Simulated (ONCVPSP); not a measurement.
## Scattering properties, ONCV potential for tungsten

```json
{
 "Element": "tungsten (W)",
 "Generator": "ONCVPSP 4.0.1",
 "Type": "optimised norm-conserving Vanderbilt (ONCV)",
 "Functional": "LDA (Perdew-Wang 92)",
 "Relativity": "scalar-relativistic",
 "Frozen core": "[Kr] 4d10 4f14",
 "Valence charge": "14",
 "Reference configuration": "5s2 5p6 5d4 6s2",
 "Partial waves": "5s+6s: rc 1.95 bohr, ncon 4, nbas 8, qcut 8.2 1/bohr, 3 projectors, debl 3.1 Ha; 5p: rc 1.65 bohr, ncon 3, nbas 6, qcut 8.6 1/bohr, 1 projector; 5d: rc 2.15 bohr, ncon 4, nbas 9, qcut 8.5 1/bohr, 3 projectors, debl 1 Ha; f scattering state at 0.44 Ha: rc 2.10 bohr, ncon 4, nbas 8, qcut 5.4 1/bohr, 2 projectors, debl 3.1 Ha",
 "Local potential": "polynomial inside 1.55 bohr (lpopt 3, dvloc0 6 Ha)",
 "Core correction": "none"
}
```

The phase is arctan(r·R′/R) of the radial function R(r), unwrapped; energies in Ha, scanned from -4 to 5 Ha. A pole is an energy at which the radial function vanishes at the test radius. The pseudo phase is shifted by a multiple of π to meet the all-electron one at the reference energy, and phase errors are pseudo minus all-electron; the curves can meet again beyond the range given. Levels narrower than the energy grid can be missing from the lists of poles.

| channel | radius (bohr) | reference energy (Ha) | poles, all-electron | poles, pseudo | unbroken range about the reference energy with phases within 0.05 rad | phase error 1 Ha above the reference energy (rad) |
| --- | --- | --- | --- | --- | --- | --- |
| s | 1.98 | -0.22 | -2.76, 3.81 | -2.76, 3.81 | the whole range | +0.000 |
| p | 1.67 | -1.59 | -0.62 | -0.62 | below 2.6 | +0.001 |
| d | 2.19 | -0.17 | 0.51 | 0.51 | the whole range | -0.000 |
| f | 2.14 | 0.44 | -1.22, 2.91 | 2.90 | -1.1 to 4.6 | -0.008 |

Phases in the p channel:

| E (Ha) | all-electron | pseudo |
| --- | --- | --- |
| -3.98 | 1.156 | 1.157 |
| -3.50 | 1.053 | 1.055 |
| -3.02 | 0.843 | 0.846 |
| -2.54 | 0.281 | 0.285 |
| -2.06 | -0.754 | -0.753 |
| -1.58 | -1.262 | -1.262 |
| -1.10 | -1.463 | -1.462 |
| -0.62 | -1.572 | -1.571 |
| -0.14 | -1.648 | -1.646 |
| 0.34 | -1.714 | -1.711 |
| 0.82 | -1.782 | -1.777 |
| 1.30 | -1.863 | -1.855 |
| 1.78 | -1.979 | -1.964 |
| 2.26 | -2.172 | -2.143 |
| 2.74 | -2.557 | -2.491 |
| 3.22 | -3.264 | -3.161 |
| 3.70 | -3.893 | -3.833 |
| 4.18 | -4.206 | -4.179 |
| 4.66 | -4.366 | -4.353 |
